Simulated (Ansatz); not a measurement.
Stepwise reaction of `[NH2][Hf]([NH2])([F])[F]` with hydrogen chloride, as a gas-phase model of exchange steps in deposition or etching. ΔE in kJ/mol; ΔG adds harmonic PBE0-D4 terms to CCSD(T)/CBS, at 1 bar.

Program: Ansatz. Geometries: PBE0-D4/def2-TZVP. ΔE: electronic, gas phase. CCSD(T)/CBS is the MP2 limit (def2-TZVPP, def2-QZVPP) plus CCSD(T) − MP2 in def2-TZVPP, frozen cores. This one scheme is used for every species. Functionals use def2-TZVPP. B3LYP here is the variant with VWN-RPA as its local correlation; programs differ in this. Elements past krypton have def2 core potentials. For Hf outer-core shells are correlated without core-valence functions, which leaves a few kJ/mol of doubt a bond. One conformer a species, not always the lowest.

```csv
step,reaction,PBE-D4,B3LYP-D4,ωB97M-V,CCSD(T)/CBS,ΔG(600 K)
1,`[NH2][Hf]([NH2])([F])[F]` + HCl → `[NH2][Hf]([F])([F])[Cl]` + NH₃,-101.7,-102.2,-103.3,-101.9,-90.5
```

Task: Give the row of step 2, `[NH2][Hf]([F])([F])[Cl]` + HCl → `[F][Hf]([F])([Cl])[Cl]` + NH₃. (Best estimate.)

Result: Computed: 
```csv
step,reaction,PBE-D4,B3LYP-D4,ωB97M-V,CCSD(T)/CBS,ΔG(600 K)
2,`[NH2][Hf]([F])([F])[Cl]` + HCl → `[F][Hf]([F])([Cl])[Cl]` + NH₃,-88.1,-88.2,-88.9,-89.0,-72.4
```

Task: By hand: ΔE of the 2 steps together at CCSD(T)/CBS.

Result: (-101.9) + (-89.0) = -190.9 kJ/mol, or -95.5 kJ/mol a step.

In ΔE each step is higher than the one before. All are downhill at CCSD(T)/CBS. ΔG lies between -90.5 and -72.4 kJ/mol a step. PBE-D4 differs from CCSD(T)/CBS by 0.2 to 0.9 kJ/mol a step. Isolated molecules leave out the surface, adducts and barriers. Largest T1 diagnostic: 0.015.
